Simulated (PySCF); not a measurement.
C₂H₈OSi, SMILES CO[SiH2]C. Coordinates come from a PBE-D3(BJ)/def2-SVP optimisation. Other conformers were not sampled.

Computed equilibrium geometry at PBE-D3(BJ)/def2-SVP (PySCF confirms it by a frequency run) as Cartesian coordinates in Å, and its point group (one conformer of several):
point group Cs.
```xyz
12

Si    -0.5298    -0.4840     0.0000
C      0.4958    -2.0514     0.0000
O      0.5480     0.8106     0.0000
C      0.1218     2.1564     0.0000
H     -1.4194    -0.4164     1.2203
H     -1.4194    -0.4164    -1.2203
H     -0.1627    -2.9439     0.0000
H      1.1431    -2.0970     0.8984
H      1.1431    -2.0970    -0.8984
H     -0.4864     2.4092     0.9008
H      1.0160     2.8139     0.0000
H     -0.4864     2.4092    -0.9008
```
